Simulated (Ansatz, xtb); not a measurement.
Species: SeF$_{2}$, charge 1, multiplicity 2. SMILES of the parent species: F[Se]F
Structure (B3LYP-D3(BJ)/def2-TZVP (Ansatz, an electronic-structure program) minimum search):
```xyz
3

Se     0.0287    -0.0230     0.3751
F      0.6012     1.1280    -0.6922
F     -0.7098    -1.0412    -0.7246
```
Charge +1, spin multiplicity 2.

Harmonic wavenumbers from GFN2-xTB (xtb, at its own minimum), cm⁻¹: 255, 532, 580.

Q: Give the harmonic wavenumbers at B3LYP-D3(BJ)/def2-TZVP (Ansatz, finite differences of forces, unscaled).

A: 294, 792, 806 cm⁻¹. Zero-point energy 2.7 kcal/mol.

Q: From these and the geometry, give the ideal-gas thermochemistry at 298.15 K and 1 atm (rigid rotor, harmonic oscillator).

A: Point group C2v, rotational symmetry number 2. Rotational constants 16.62, 8.28, 5.527 GHz. S(trans) 40.19, S(rot) 22.18, S(vib) 1.87, S(elec, spin only) 1.38, S 65.6 cal/(mol K). H(298) - H(0) 2.74 kcal/mol; G - E(el) -14.1 kcal/mol.
